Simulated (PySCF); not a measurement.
**Correlation energy of Mg (magnesium, neutral)**

[Ne] 3s1 4s1, high-spin 3S determinant (an excited configuration). Computed with PySCF 2.14 in aug-cc-pCVDZ, with no relativity, point nucleus. Frozen: 1s2; 10 electrons correlated.

```csv
level,correlation energy (mhartree)
CCSD,-172.73
(T),-0.38
CCSD(T),-173.11
```

Diagnostics: T1 = 0.0055, D1 = 0.0236, largest double amplitude 0.052.

Task: Is a single reference adequate?

Result: Yes: T1 lies below 0.03 and no double amplitude reaches 0.07.
